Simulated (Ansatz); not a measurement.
`S[SiH]1C[SiH2]1` and `[SeH][SiH]1C[SiH2]1` differ in one element.

Ansatz, PBE0-D4/def2-TZVP geometries, multiplicity 1. Each molecule was computed in one conformer, which needn't be the lowest.

Scalar relativity is left out up to krypton.

| property | `S[SiH]1C[SiH2]1` |
| --- | --- |
| HOMO energy (B3LYP/def2-TZVPP) / eV | -6.62 |
| size of the dipole moment (PBE/def2-TZVPP) / D | 1.32 |
| HOMO energy (ωB97M-V/def2-TZVPP) / eV | -8.81 |
| HOMO–LUMO gap (PBE0/def2-TZVPP) / eV | 6.51 |
| HOMO–LUMO gap (B3LYP/def2-TZVPP) / eV | 6.14 |
| size of the dipole moment (ωB97M-V/def2-TZVPP) / D | 1.20 |

(1) Give the same properties after the change, and the shifts. (Best estimate.)

Answers

(1) Ansatz gave: 
```tsv
property	`[SeH][SiH]1C[SiH2]1`	shift
HOMO energy (B3LYP/def2-TZVPP) / eV	-6.64	-0.02
size of the dipole moment (PBE/def2-TZVPP) / D	1.16	-0.16
HOMO energy (ωB97M-V/def2-TZVPP) / eV	-8.83	-0.02
HOMO–LUMO gap (PBE0/def2-TZVPP) / eV	6.36	-0.15
HOMO–LUMO gap (B3LYP/def2-TZVPP) / eV	5.98	-0.16
size of the dipole moment (ωB97M-V/def2-TZVPP) / D	1.10	-0.10
```

Dipoles are sizes alone; their direction can turn.

B3LYP here is the variant with VWN-RPA as its local correlation; programs differ in this.

Spin–orbit coupling is left out; it splits and shifts lone-pair levels of the heavy atoms by tenths of an eV.
